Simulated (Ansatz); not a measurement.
System: C₄H₉O₂, charge 0, multiplicity 2. It need not be the lowest isomer of its formula. 
Coordinates optimised at B3LYP-D3(BJ)/def2-TZVP (Ansatz, a first-principles code):
SMILES: CC(O[CH2])OC
```xyz
15

C      0.1618    -1.8753    -0.0585
C     -0.2153    -0.4181     0.0603
O      0.9165     0.3591     0.4921
C      1.0960     0.4591     1.8289
O     -0.6117     0.0450    -1.1813
C     -1.1338     1.3666    -1.1734
H      0.5268    -2.2430     0.9001
H     -0.7048    -2.4620    -0.3627
H      0.9475    -1.9845    -0.8058
H     -1.0141    -0.2624     0.8035
H      0.2316     0.3574     2.4762
H      1.9485     1.0554     2.1144
H     -1.9789     1.4470    -0.4795
H     -1.4785     1.5725    -2.1843
H     -0.3684     2.0923    -0.8919
```
Charge 0, spin multiplicity 2.

Computed values are from Ansatz. Correlated levels leave the core frozen unless marked. Open shells are spin-unrestricted. No spin-orbit coupling. Non-relativistic. CBS marks a two-point X^-3 extrapolation of the correlation energy; Hartree-Fock from the larger set. [CCSD(T)-MP2]/basis is that difference in the basis named.

```yaml
atomisation energy De: 5788.7 kJ/mol at RI-MP2/CBS(cc-pVTZ,cc-pVQZ)+[CCSD(T)-MP2]/cc-pVTZ
total_energy: -307.8786 Eh at RI-MP2/CBS(cc-pVTZ,cc-pVQZ)+[CCSD(T)-MP2]/cc-pVTZ
dipole_moment: 1.57 D at CCSD(T)/aug-cc-pVDZ
T1 diagnostic: 0.014 at CCSD/cc-pVTZ
```
